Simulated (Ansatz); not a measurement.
Computed with Ansatz on PBE0-D4/def2-TZVP structures; ΔE is electronic, products minus reactants. CBS: MP2 limit from def2 TZ/QZ plus the TZ coupled-cluster correction, frozen cores. This one scheme is used for every species, atoms too. DFT in def2-TZVPP. B3LYP here is the variant with VWN-RPA as its local correlation; programs differ in this. Open shells (•) are unrestricted, without spin–orbit coupling. Spin–orbit coupling would lower the free atoms: a little for C, F, S, Si. One conformer a species, not always the lowest.

Reaction (atomization): `FCS[SiH3]` → C• + F• + 5 H• + S• + Si•

What is ΔE at CCSD(T)/CBS? (Estimate.)

Computed: +30.58 eV.

What do these levels give: revPBE, BLYP, B3LYP, r2SCANh, HF/def2-SVP, SCS-MP2/def2-TZVPP? (An estimate is asked.)

Computed: revPBE 29.71, BLYP 29.97, B3LYP 30.16, r2SCANh 30.39, HF/def2-SVP 22.06, SCS-MP2/def2-TZVPP 29.99 eV.

Largest T1 diagnostic among the species: 0.012.

In def2-TZVPP, CCSD(T) changes the Hartree–Fock value by +7.50 eV (the triples alone add +0.44 eV) and MP2 by +7.82 eV; breaking electron pairs costs correlation energy, which Hartree–Fock lacks. At CCSD(T), def2-SVP lies −2.11 eV from the extrapolated value and def2-TZVPP −0.87 eV: correlation converges slowly with the basis, and small sets miss more of it in the bonded molecule than in its fragments. From BLYP to BHLYP (50 % exact exchange), in def2-TZVPP and without D4, ΔE moves by −0.53 eV: exact exchange takes away binding that semilocal exchange gives to molecules.

For atomizations the MP2-based limit and the directly extrapolated one differ by several kJ/mol either way, and by 10 to 25 for some Ge, Se and Sn compounds, so smaller differences from it don't rank the levels.
